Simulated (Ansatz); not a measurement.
`FC(I)[SiH2]Cl` + `[SiH3]OP` → `P[SiH2]Cl` + `FC(I)O[SiH3]`  (redistribution)

Calculated with Ansatz (gas phase, PBE0-D4/def2-TZVP geometries, no zero-point term in ΔE). CCSD(T)/CBS adds triple-zeta CCSD(T) − MP2 to the extrapolated MP2 energy (def2 sets, frozen cores). DFT in def2-TZVPP. HSE06 is defined as in plane-wave codes. def2 core potentials past Kr. For I outer-core shells are correlated without core-valence functions, which leaves a few kJ/mol of doubt a bond. One conformer a species, not always the lowest.

```tsv
level	ΔE (kJ/mol)
HSE06-D4	-18.6
BHLYP-D4	1.3
HSE06	-19.0
MP2/def2-TZVPP	-1.0
```

(1) What does CCSD(T)/CBS give? (Estimate.)

Largest T1 diagnostic among the species: 0.012.

Answers

(1) Ansatz gave: +0.3 kJ/mol. The listed levels differ from it by -18.9, 1.0, -19.3, -1.3 kJ/mol.

Leaving LDA and LC-ωPBE aside and taking each functional with its dispersion term where it has one, the values, not all of them listed here, spread over 24.3 kJ/mol, from PBE-D4 to BHLYP-D4. LDA lies −7.7 kJ/mol from PBE without D4. In def2-TZVPP, CCSD(T) changes the Hartree–Fock value by −12.0 kJ/mol (the triples alone add −3.6 kJ/mol) and MP2 by −8.8 kJ/mol. From PBE to PBE0 (25 % exact exchange), in def2-TZVPP and without D4, ΔE moves by +4.6 kJ/mol.
